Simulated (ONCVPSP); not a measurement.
# Which change was made? (V, ONCV)

* Element: V (Z = 23)
* Generator: ONCVPSP 4.0.1
* Type: optimised norm-conserving Vanderbilt (ONCV)
* Functional: PBE
* Relativity: fully relativistic
* Frozen core: [Ne]
* Valence charge: 13
* Reference configuration: 3s2 3p6 3d3 (charge +2)
* Partial waves: 3s: rc 1.50 bohr, ncon 5, nbas 8, qcut 10.3 1/bohr, 2 projectors, debl 3.2 Ha; 3p: rc 1.50 bohr, ncon 4, nbas 8, qcut 8.2 1/bohr, 2 projectors, debl 1.3 Ha; 3d: rc 2.30 bohr, ncon 5, nbas 10, qcut 6.3 1/bohr, 2 projectors, debl 2.8 Ha
* Local potential: polynomial inside 1.15 bohr (lpopt 5, dvloc0 0 Ha)
* Core correction: Teter function, fcfact 4, rcfact 1.05

Open shells are filled in proportion to 2j + 1.

In the p channel the program set the typed energies aside and used -2.216, 0.250 Ha (j = l + 1/2; the other j can differ).

Cutoffs, loose and tight: the cutoffs (Ha) at which the residual kinetic energy of the hardest occupied pseudo-wave falls to 1 and 0.1 mHa per electron. They do not see the model core or the augmentation charge, which bear on the density cutoff. Test errors are all-electron minus pseudo excitation energies from the reference, over the configurations 3s2 3p6 3d3 4s2; 3s2 3p6 3d3 4s1; 3s2 3p6 3d2; 3s2 3p6 3d3 4p1; variants that change the core or the reference have their own tests.

The base gives: outcome: generated, projector energies reset by the program; cutoff, loose: 35 Ha; cutoff, tight: 41 Ha; bound ghosts: none; GHOST(+) flags above zero: none; largest test error (meV): +288.

Question: After one change the result is: outcome: generated, projector energies reset by the program; cutoff, loose: 35 Ha; cutoff, tight: 41 Ha; bound ghosts: none; GHOST(+) flags above zero: none; largest test error (meV): +152. Which change was it?
A. d: qcut 7.8
B. d: qcut 9.3
C. d: qcut 3.9
D. d: qcut 5.4

Answer: B. The others give: d: qcut 7.8 → outcome: generated, projector energies reset by the program; cutoff, loose: 35 Ha; cutoff, tight: 41 Ha; bound ghosts: none; GHOST(+) flags above zero: none; largest test error (meV): +199 | d: qcut 3.9 → outcome: generated, projector energies reset by the program; cutoff, loose: 72 Ha; cutoff, tight: 78 Ha; bound ghosts: none; GHOST(+) flags above zero: none; largest test error (meV): +620 | d: qcut 5.4 → outcome: generated, projector energies reset by the program; cutoff, loose: 35 Ha; cutoff, tight: 69 Ha; bound ghosts: none; GHOST(+) flags above zero: none; largest test error (meV): +381.
